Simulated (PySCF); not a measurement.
## Diatomic anions of Cl with group 14

PBE0 with triple-zeta basis sets in PySCF, for the lowest determinant that a PBE0 search found; no spin–orbit coupling. De refers to high-spin ground-configuration atoms (the charge goes to the atom of lower measured ionisation energy or higher electron affinity, which is not always the lowest computed limit). A positive dipole points towards Cl; it is taken about the centre of mass and depends on that origin.

```tsv
M	basis	charged atom	state (unpaired electrons)	Re (Å)	ωe (cm⁻¹)	De (eV)	μ (D)
C	def2-TZVPPD	Cl−	triplet (π ↑↑)	1.848	516	2.02	3.59
Si	def2-TZVPPD	Cl−	triplet (π ↑↑)	2.242	367	2.12	2.54
Ge	def2-TZVPPD	Cl−	triplet (π ↑↑)	2.356	278	1.88	-0.89
Sn	def2-TZVPPD	Cl−	triplet (π ↑↑)	2.537	247	1.84	-2.12
```

(1) By what factor does the bond length vary along the series?

Down a group the atoms grow and get heavier, so bonds lengthen and wavenumbers fall; this series shows no clear exception.

Spin–orbit coupling is left out, which matters for elements this heavy, above all for dissociation energies. For an ion De counts to the pair picked by the measured ionisation energies or electron affinities, which need not be the lowest pair at this level. The highest Kohn–Sham level is positive in some of these anions. Much of that is self-interaction error, but it also means that the finite basis helps to hold the extra electron. States were picked by a PBE0 search and need not be the measured ground states.

Answers

(1) At PBE0 it runs from 1.848 Å (CCl⁻) to 2.537 Å (SnCl⁻), a factor of 1.37.
